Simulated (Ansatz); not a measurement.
Molecule: CH3AlF, charge 0, multiplicity 2. It need not be the lowest isomer of its formula. SMILES: [CH3][Al][F]
Geometry: optimised at B3LYP-D3(BJ)/def2-TZVP (Ansatz, a quantum-chemistry and plane-wave program).

Parts of the frozen-core correlation energy in cc-pVTZ (Ansatz, hartree). Frozen orbitals: 7; correlated occupied orbitals by spin: 9 and 8; virtual: 120 and 121. Open shells are spin-unrestricted. No spin-orbit coupling. Non-relativistic.

```csv
term,value
reference (HF),-381.08579
MP2 opposite-spin,-0.37288
MP2 same-spin,-0.11786
CCSD correlation,-0.50903
(T),-0.01679
T1 diagnostic,0.014
largest doubles amplitude,0.032
<S^2> of the reference,0.757
```
